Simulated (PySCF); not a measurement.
Species: C4H10NPSi.
Cartesian coordinates in Å at the GFN2-xTB level; atoms count from 1:
```
atom  x, y, z in Å
C1    -3.1270    0.4729   -0.4050
C2    -2.1820   -0.2187   -0.6528
C3    -0.9917   -1.0220   -0.8751
N4     0.1359   -0.5816   -0.0817
C5    -0.0265   -0.8380    1.3288
Si6    1.1702    0.6325   -0.7139
P7     2.8887    0.7653    0.7135
H8    -3.9719    1.0667   -0.2188
H9    -1.2180   -2.0686   -0.6293
H10   -0.7157   -0.9631   -1.9306
H11   -0.1696   -1.9097    1.4954
H12    0.8722   -0.5221    1.8588
H13   -0.8891   -0.3055    1.7442
H14    1.6511    0.1274   -2.0067
H15    0.5446    1.9509   -0.9436
H16    3.6291    1.5820   -0.1164
H17    2.3926    1.8433    1.4235
```

The closed-shell SCF was solved with PySCF and density fitting under several settings on one GFN2-xTB geometry (grid level 2 and gas phase unless stated).

```tsv
settings	basis functions	SCF cycles	E (Eh)	HOMO (eV)	LUMO (eV)	dipole (D)
PBE0/pcSseg-1	183	14	-843.4049	-6.69	0.33	0.85
PBE0/def2-SVPD	228	13	-843.1199	-6.69	0.20	0.66
```

Question: Estimate the rows for these settings: (1) revPBE/def2-SVPD; (2) mPW1PW91/pcSseg-1, IEF-PCM acetonitrile.

Answer: 
```
                               settings  basis functions  SCF cycles     E (Eh)  HOMO (eV)  LUMO (eV)  dipole (D)
                       revPBE/def2-SVPD              228          15  -843.4345      -5.34      -0.54        0.61
mPW1PW91/pcSseg-1, IEF-PCM acetonitrile              183          13  -843.8989      -6.66       0.46        0.99
```

Question: Over all rows, what range does the HOMO–LUMO gap span?

Answer: From 4.80 eV (revPBE/def2-SVPD) to 7.12 eV (mPW1PW91/pcSseg-1, IEF-PCM acetonitrile). The functional of the narrowest has no exact exchange, that of the widest 25 % exact exchange.

Question: And the dipole moment?

Answer: From 0.61 D (revPBE/def2-SVPD) to 0.99 D (mPW1PW91/pcSseg-1, IEF-PCM acetonitrile); the largest is 1.62 times the smallest, and the median is 0.76 D.

Question: Compare two rows with the functional PBE0: PBE0/pcSseg-1 and PBE0/def2-SVPD. Which energy is lower, and by how much?

Answer: PBE0/pcSseg-1 (183 functions) lies 0.2850 Eh or 179 kcal/mol below PBE0/def2-SVPD (228 functions). The smaller set gives the lower energy; the two sets aren't nested, so the variational bound doesn't order them by size.

Whole jobs, the steps after the SCF included, on an Arm Neoverse V1 with one thread, on a shared host:

```tsv
settings	work after the SCF	wall time	peak memory
PBE0/pcSseg-1	shieldings, charges and field gradients	30 s	0.82 GiB
PBE0/def2-SVPD	6 singlets by full TDDFT, 2 Tamm–Dancoff triplets, polarisability	46 s	0.90 GiB
revPBE/def2-SVPD	shieldings	50 s	0.78 GiB
mPW1PW91/pcSseg-1, IEF-PCM acetonitrile	shieldings, charges and field gradients	31 s	0.99 GiB
```

Cycle counts include a coarse-grid stage where the run had one. The structure is a single GFN2-xTB conformer; no vibrational corrections.
